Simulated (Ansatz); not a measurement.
Reactions of `OCB(F)O[SiH3]`.

Gas-phase electronic energies from Ansatz, PBE0-D4/def2-TZVP geometries. CBS: MP2 limit from def2 TZ/QZ plus the TZ coupled-cluster correction, frozen cores. This one scheme is used for every species. Each species was taken in one conformer, which may not be the lowest.

(1) Order these by ΔE at CCSD(T)/CBS, lowest first. (An estimate is asked.)
A. `OCB(F)O[SiH3]` + `OBS` → `OBSCO` + `FBO[SiH3]`
B. `OCB(F)O[SiH3]` + H₂S → `OCB(F)S` + `O[SiH3]`
C. `OCB(F)O[SiH3]` + H₂ → `FBO[SiH3]` + CH₃OH
D. `OCB(F)O[SiH3]` + H₂ → `OCBO[SiH3]` + H–F
E. `OCB(F)O[SiH3]` + H₂ → `CB(F)O[SiH3]` + H₂O

Largest T1 diagnostic: 0.013, for `OBS`.

Results:

(1) E (-1.30 eV), C (-0.13 eV), A (+0.42 eV), B (+0.84 eV), D (+1.44 eV).
